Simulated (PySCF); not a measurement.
Structure with atom numbers: `[CH:1]#[C:2][SiH:3]([O:4][SiH3:5])[O:6][SiH3:7]` (H(Xn): hydrogen on atom n).

- structure optimised with GFN2-xTB
- shieldings: GIAO PBE0/pcSseg-1
- program: PySCF 2.14
- single conformer, rapidly exchanging positions averaged, gas phase, no relativistic terms

Chemical shifts δ = σref − σ; TMS for 13C (186.93 ppm), 1H (31.72 ppm), 29Si (349.16 ppm); 17O (336.08 ppm) vs H2O, all at this level.

```csv
atoms,nucleus,count,δ (ppm)
Si5/Si7,29Si,2,-43.8
O4/O6,17O,2,48.9
C2,13C,1,89.9
H(Si3),1H,1,?
H(Si5)/H(Si7),1H,6,5.26
C1,13C,1,96.9
Si3,29Si,1,?
H(C1),1H,1,1.73
```

Estimate the values marked ?.

Answers


- H(Si3): 4.61 ppm, hydrogen on a silicon bonded to C, 2 O
- Si3: -67.7 ppm, silicon bonded to C, 2 O, H

Shifts are as computed. Against solution values, carbons near 30 ppm lie about +3 ppm off and those near 130 ppm about +5 ppm. Of 1211 compounds with measured shifts, 218 miss one by over three times the rms of a fit or turn the order of signals round; such compounds aren't used in these exercises. Experimental scales use liquid or dissolved standards, which lie at an offset from isolated H2O (liquid H2O: subtract about 36 ppm).
